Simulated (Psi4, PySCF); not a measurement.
C5H11BO (SMILES C=CB(C)OCC), singlet, at a GFN2-xTB geometry, atoms displaced at random by about 0.08 Å a coordinate. Base run: HF/STO-3G, gradient run with PySCF.

The PySCF input:
```python
from pyscf import gto, scf

mol = gto.M(
    atom='''
B     0.325698   -0.279166    0.166171
C     0.951597    0.457865    1.358773
H     1.244208    0.031395    2.047102
H     0.218617    1.409429    1.758059
H     1.873675    1.083819    1.063824
C     1.040583   -1.671602   -0.264138
C     2.137849   -2.074318    0.222253
H     0.471654   -2.235148   -0.911694
H     2.712601   -3.030360   -0.081482
H     2.665942   -1.570994    0.830543
O    -1.028379   -0.150046   -0.307951
C    -1.796312    0.846196   -0.244765
C    -1.243504    2.133674   -1.156275
H    -2.785948    0.685040   -0.475654
H    -1.962970    1.323581    0.815858
H    -1.253350    1.914081   -2.096647
H    -2.101233    3.010298   -0.879563
H    -0.430920    2.360345   -0.652825
''',
    basis='sto-3g',
    charge=0,
    spin=0,
    verbose=4,
)

mf = scf.RHF(mol)
mf.kernel()
g = mf.nuc_grad_method()
grad = g.kernel()
```

Programs used: Psi4, PySCF; a row that names a program was run with it.

The coordinate followed is z of atom 10.

Each row names what was changed in the base input (with any setting that the change needs).

| change | dE/dx (Eh/bohr) | net force (Eh/bohr) |
|---|---|---|
| base | -0.112557 | 0.000000 |
| finite difference step (bohr) = 1e-4; conv_tol = 1e-11 | -0.112557 | - |
| finite difference step (bohr) = 1e-3; conv_tol = 1e-11 | -0.112557 | - |
| finite difference step (bohr) = 1e-5; conv_tol = 1e-11 | -0.112557 | - |
| finite difference step (bohr) = 0.05; conv_tol = 1e-11 | -0.112585 | - |
| density fitting = on | -0.112554 | 0.000000 |
| code = psi4 | -0.112554 | 0.000000 |
| conv_tol = 1e-6 | -0.112559 | 0.000000 |
| density fitting = on; auxbasis_response = off | -0.112559 | 0.002361 |
| finite difference step (bohr) = 0.01; conv_tol = 1e-11 | -0.112559 | - |
| conv_tol = 1e-11 | -0.112557 | 0.000000 |
| conv_tol = 1e-4 | -0.112578 | 0.000000 |

The net force is zero for an exact gradient.
